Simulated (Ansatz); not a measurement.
Reaction (hydrogenolysis of the Si–F bond): `C[SiH](F)Cl` + H₂ → `C[SiH2]Cl` + H–F

Gas-phase electronic energies from Ansatz, PBE0-D4/def2-TZVP geometries. CCSD(T)/CBS is the MP2 limit (def2-TZVPP, def2-QZVPP) plus CCSD(T) − MP2 in def2-TZVPP, frozen cores. This one scheme is used for every species. DFT in def2-TZVPP.

```json
{"level": "r2SCANh", "ΔE (kcal/mol)": "31.8"}
{"level": "MP2/CBS(def2)", "ΔE (kcal/mol)": "31.1"}
```

Problem. What does CCSD(T)/CBS give? (Best estimate.)

Solution. Ansatz gave: +30.1 kcal/mol. The listed levels differ from it by 1.7, 1.0 kcal/mol.

Largest T1 diagnostic among the species: 0.010.

At CCSD(T), def2-SVP lies −2.9 kcal/mol from the extrapolated value and def2-TZVPP −0.3 kcal/mol. From r2SCAN to r2SCAN0 (25 % exact exchange), in def2-TZVPP and without D4, ΔE moves by −1.2 kcal/mol. Leaving LDA and LC-ωPBE aside and taking each functional with its dispersion term where it has one, the values, not all of them listed here, spread over 3.8 kcal/mol, from HSE06-D4 to r2SCAN-D4. LDA lies +0.8 kcal/mol from PBE without D4.
